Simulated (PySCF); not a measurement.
## Ga⁺: ionisation energy

Ga⁺ [Ar] 3d10 4s2 (1S) → Ga²⁺ [Ar] 3d10 4s1 (2S), as a difference of total energies. Computed with PySCF 2.14 in aug-cc-pVDZ-DK (6s5p3d, 36 functions), with scalar relativity by spin-free X2C-1e. Correlated levels: valence: [Ar] 3d10 frozen. The calculations carry no spin-orbit coupling.

Task: Order these methods by the ionisation energy they give, lowest first.
A. MP2 (valence)
B. r2SCAN
C. SCS-MP2 (valence)
D. UHF

Result: D (18.802 eV), A (19.445 eV), C (19.573 eV), B (20.546 eV).

Errors of the correlated levels include the incompleteness of this basis and the frozen core.

With two correlated electrons CCSD is exact in that space.

For comparison: 20.515 eV (measured; NIST Atomic Spectra Database, ionization energies).
